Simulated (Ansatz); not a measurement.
Wavefunction ladder for C$_{2}$H$_{7}$O$_{2}$Si, SMILES `CO[SiH]OC` radical

Z-matrix (Å, degrees):
```
C
O 1 1.408
H 1 1.094 2 111.0
H 1 1.096 2 111.8 3 -121.5
H 1 1.092 2 108.3 3 119.0
Si 2 1.645 1 124.2 3 83.5
O 6 1.629 2 107.5 1 165.1
H 6 1.508 2 107.2 1 45.1
C 7 1.414 6 125.7 2 -42.0
H 9 1.095 7 110.9 6 -67.7
H 9 1.091 7 108.1 6 173.3
H 9 1.093 7 111.2 6 53.6
```

The species carries charge 0 and has multiplicity 2. The geometry is a stationary point of PBE0-D4/def2-TZVP. It is one conformer, not always the lowest. Frozen core, unrestricted reference, Ansatz 0.2.0. CBS rows extrapolate triple and quadruple zeta; past MP2 they add the triple-zeta difference.

```json
{"basis": "def2-TZVPP", "HF (Eh)": "-518.60720", "MP2 corr.": "-0.91892", "CCSD corr.": "-0.95927", "(T)": "-0.03525", "CCSD(T) total": "-519.60172"}
{"basis": "def2-QZVPP", "HF (Eh)": "-518.62824", "MP2 corr.": "-0.98770", "CCSD corr.": "–", "(T)": "–", "CCSD(T) total": "–"}
{"basis": "CBS(def2)", "HF (Eh)": "-518.63114", "MP2 corr.": "-1.03865", "CCSD corr.": "-1.07901", "(T)": "as TZ", "CCSD(T) total": "-519.74540"}
```
